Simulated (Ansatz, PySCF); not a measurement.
Pair of molecules: H2S (SMILES S) (first 3 atoms) with C2H3N (SMILES CC#N); geometry from B3LYP-D3(BJ)/def2-TZVP.
(charge 0, multiplicity 1):
```xyz
9

S      0.5070    -0.1819    -0.8616
H      0.3893     0.0658     0.4564
H      0.8250     1.0922    -1.1398
C     -0.1935     0.6217     5.2891
C      0.0062     0.5362     3.8519
N      0.1636     0.4679     2.7163
H      0.7150     0.9813     5.7726
H     -1.0085     1.3101     5.5134
H     -0.4414    -0.3608     5.6911
```

Monomers are frozen at their geometry in the pair; levels with a basis set take the counterpoise correction.

Run with Ansatz (a program for electronic structure) with Gaussian orbitals; PySCF for the dispersion terms. 

Task: One of these levels gives -3.06 kcal/mol for the interaction energy. Name it.
A. PBE0-D4/def2-TZVPPD
B. PBE0/def2-TZVPPD
C. BLYP/def2-TZVPPD

Result: A, PBE0-D4/def2-TZVPPD. The others give -1.68 (BLYP/def2-TZVPPD), -2.51 (PBE0/def2-TZVPPD)
